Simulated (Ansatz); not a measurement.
A search over several starts for the lowest SCF solution of (ClBe-mu-Cl)2 (Be2Cl4) at the given spin, in a small basis.

```yaml
crystal:
  periodic: [false, false, false]
  atoms:
    - {symbol: Be, position_ang: [1.303057, 0.048877, 0.164307]}
    - {symbol: Cl, position_ang: [3.123501, 0.114515, 0.392647]}
    - {symbol: Cl, position_ang: [-0.147372, -0.693197, 1.374435]}
    - {symbol: Be, position_ang: [-1.303121, -0.048098, -0.163930]}
    - {symbol: Cl, position_ang: [-3.123167, -0.117803, -0.394265]}
    - {symbol: Cl, position_ang: [0.147101, 0.695706, -1.373194]}
basis:
  gaussian: {orbitals: def2-SVP, initial_orbitals: start.molden}
hamiltonian: {xc: pbe0, dispersion: d4}
output: {orbitals: {seedname: orbitals}}
```

The file start.molden holds the orbitals of an earlier run on this structure, at another level or in another basis.

```sh
$ ansatz run in.yaml --threads 4 --pin off --events-out ev --progress --plain --max-ram 3916MiB
```

Output, abridged:

```
Functional definition: PBE0
888 factors; integrals over basis functions are off by at most 2.9e-4 eV
mean field evaluation 1: about -50867.2875 eV, gradient 8.9e-1 eV
mean field evaluation 2: about -50867.5516 eV, gradient 5.1e-4 eV
mean field evaluation 4: about -50867.5516 eV, gradient 1.6e-5 eV
mean field evaluation 8: about -50867.2902 eV, gradient 4.1e-1 eV
mean field evaluation 16: about -50867.5516 eV, gradient 2.4e-4 eV
mean field -50867.55157810 eV, -1869.3480412304 hartree, gradient 1.6e-5 eV, S^2 0.000000; 1 other end points of the search recorded, 0 dependent functions left out
reference -50867.55161424 eV, -1869.3480425584 hartree; 38, 38 occupied and 52, 52 virtual orbitals, 888 factors
Total energy: -50867.74351943 eV, -1869.3550949442 hartree
```

Run time 0.9 s (4 threads of Intel Xeon on a shared host).
